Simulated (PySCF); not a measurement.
AlFH₃N, SMILES [NH2][AlH][F]. Atoms are numbered in the order given.

```xyz
6

Al    -0.4609    -0.0880     0.0000
H     -2.0226    -0.2388     0.0000
F      0.4925    -1.4373     0.0000
N      0.3405     1.4764     0.0000
H      1.3383     1.6212     0.0000
H     -0.1391     2.3631     0.0000
```

The structure is a stationary point at r2SCAN-D4/def2-TZVP. Other conformers were not sampled.

Level of theory: CAM-B3LYP/def2-TZVPD (PySCF).

Symmetry labels are those of the subgroup Cs that the program uses (full group Cs).

Computed valence orbital energies around the gap with their symmetry:
```tsv
orbital	symmetry	energy (eV)
HOMO−7	A'	-24.94
HOMO−6	A'	-15.14
HOMO−5	A'	-14.80
HOMO−4	A'	-13.33
HOMO−3	A"	-13.03
HOMO−2	A'	-12.89
HOMO−1	A'	-10.84
HOMO	A"	-9.29
LUMO	A'	0.26
LUMO+1	A"	0.57
LUMO+2	A'	1.17
LUMO+3	A'	1.62
```
